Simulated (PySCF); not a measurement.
**Electronic absorption of C5H12Si**

Compound: C5H12Si.
Structure used (GFN2-xTB), in Å, numbered top down from 1:
```
atom  x, y, z in Å
C1    -2.279    0.586    0.306
C2    -1.485   -0.717    0.289
C3    -0.167   -0.544   -0.428
C4     0.993   -1.430   -0.112
C5     1.018    0.015    0.314
Si6    2.185    1.240   -0.506
H7    -2.491    0.915   -0.709
H8    -3.223    0.453    0.829
H9    -1.710    1.367    0.807
H10   -2.073   -1.494   -0.210
H11   -1.301   -1.047    1.314
H12   -0.281   -0.244   -1.464
H13    1.638   -1.742   -0.921
H14    0.866   -2.184    0.652
H15    0.849    0.170    1.374
H16    1.651    2.594   -0.342
H17    3.507    1.146    0.119
H18    2.295    0.920   -1.931
```

Theory: PySCF 2.14.0, density-fitted response routines, TDDFT B3LYP/def2-SVPD, vertical, gas phase, core orbitals frozen in the response.

```csv
state,E (eV),ν̃ (cm⁻¹),f,|μ| (D),"main configurations (H = HOMO, L = LUMO)"
S1,7.14,57590,0.012,0.67,H→L (98%)
S2,7.45,60090,0.0029,0.32,H-1→L (96%)
S3,7.55,60890,0.0059,0.45,"H→L+2 (82%), H→L+1 (11%)"
S4,7.69,62030,0.034,1.07,"H→L+1 (47%), H→L+4 (22%), H→L+3 (15%)"
S5,7.73,62310,0.027,0.96,"H→L+4 (57%), H→L+3 (33%)"
S6,7.80,62910,0.045,1.23,"H→L+3 (43%), H→L+1 (34%), H→L+4 (14%)"
S7,7.92,63840,0.043,1.20,"H-1→L+2 (68%), H-1→L+1 (15%)"
S8,8.03,64760,0.0068,0.47,"H-1→L+1 (62%), H-1→L+2 (24%), H-1→L+4 (8%)"
```

Triplets, Tamm–Dancoff:

```json
{"state": "T1", "E (eV)": "6.98", "λ (nm)": "177.7", "main configurations (H = HOMO, L = LUMO)": "H→L (91%)"}
{"state": "T2", "E (eV)": "7.29", "λ (nm)": "170.2", "main configurations (H = HOMO, L = LUMO)": "H-1→L (89%)"}
{"state": "T3", "E (eV)": "7.42", "λ (nm)": "167.2", "main configurations (H = HOMO, L = LUMO)": "H→L+2 (79%), H→L+1 (14%)"}
```

The lowest singlet comes at 174 nm (689 kJ/mol) in the vacuum ultraviolet; it is weak; its leading configuration is HOMO→LUMO (98%). The strongest level in the table is S6 at 7.80 eV (159 nm, f = 0.045). Löwdin shares by element: HOMO carbon 64% or more, silicon 9% (atoms not listed hold the other 27%); LUMO silicon 29%, hydrogen 14% or more, carbon 8% or more (atoms not listed hold the other 49%). Of the 8 states listed, 5 reach f = 0.01 and none stays under 0.0005. Orbital energies (eV): HOMO-3 -9.30, HOMO-2 -8.83, HOMO-1 -7.98, HOMO -7.63, LUMO 0.39, LUMO+1 0.83, LUMO+2 0.87. Weighted by f, the mean energy of these states is 7.74 eV. Singlets were solved by full linear response, triplets in the Tamm–Dancoff approximation.

One conformer stands for the species.

Without π bonds the low states are Rydberg-like; a valence basis with one diffuse set may place them up to an eV too high.
